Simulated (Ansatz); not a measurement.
Basis sets compared for the cluster Nb₂S⁺ (the lowest doublet isomer of a short search). Charge 1, multiplicity 2. Geometry r2SCAN-D4/def2-TZVP. Ansatz on 4 threads of Arm Neoverse V2 on a shared host; times are rough, and most runs start from earlier orbitals.

Cartesian coordinates in Å:
```
Nb 0.311 1.072 -0.642
Nb -1.223 -0.095 0.390
S 0.912 -0.977 0.251
```

In the def2 sets Nb takes a core potential; there is no spin–orbit coupling. The structure comes from a short search, and lower isomers may exist.

| level | functions | energy (Eh) | HOMO (eV) | LUMO (eV) | wall time |
| --- | --- | --- | --- | --- | --- |
| PBE-D4/def2-SVP | 80 | -511.6149 | -9.81 | -9.23 | 1.4 s |
| PBE0-D4/def2-SVP | 80 | -511.5516 | -10.66 | -8.14 | 2.4 s |

(1) Estimate the rows for PBE-D4/def2-TZVP (with forces), PBE0-D4/def2-TZVP.

Answers

(1) 
| level | functions | energy (Eh) | HOMO (eV) | LUMO (eV) | wall time |
| --- | --- | --- | --- | --- | --- |
| PBE-D4/def2-TZVP (with forces) | 117 | -511.7873 | -9.75 | -9.14 | 2.4 s |
| PBE0-D4/def2-TZVP | 117 | -511.7232 | -10.58 | -8.04 | 6.5 s |
